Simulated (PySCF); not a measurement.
# LiSn⁺, CCSD(T): how much the basis matters

PySCF, UHF reference; triplet, unpaired electrons σ ↑, π ↑; De to Li⁺ + Sn without counterpoise correction. Frozen cores follow the default of each basis and core potential.

```
             basis                           relativity  functions  Re (Å)  ωe (cm⁻¹)  De (eV)  frozen orbitals
          def2-SVP  scalar-relativistic core potentials         35   3.064        207     0.72                4
cc-pVDZ/cc-pVDZ-PP  scalar-relativistic core potentials         37   3.019        236     0.85                4
         def2-SVPD  scalar-relativistic core potentials         44   3.086        202     0.74                4
```

(1) How does each smaller set differ from the one with most functions, def2-SVPD?

Correlated steps freeze 4 core orbitals. Correlated levels converge slowly with the basis: in double zeta they bind strong bonds too weakly, by up to about 1 eV, and carry superposition errors of some tenths. These are scalar-relativistic numbers at best; spin–orbit coupling would shift them, the dissociation energy most. For an ion De counts to the pair picked by the measured ionisation energies or electron affinities, which need not be the lowest pair at this level. The state is the lowest determinant that a PBE0 search found; another state may lie lower at other levels.

Answers

(1) def2-SVP: -2.2 pm, +2.5 % in ωe, -0.02 eV in De; cc-pVDZ/cc-pVDZ-PP: -6.7 pm, +16.8 % in ωe, +0.11 eV in De. All at CCSD(T); the set with most functions is neither the basis-set limit nor always the best.
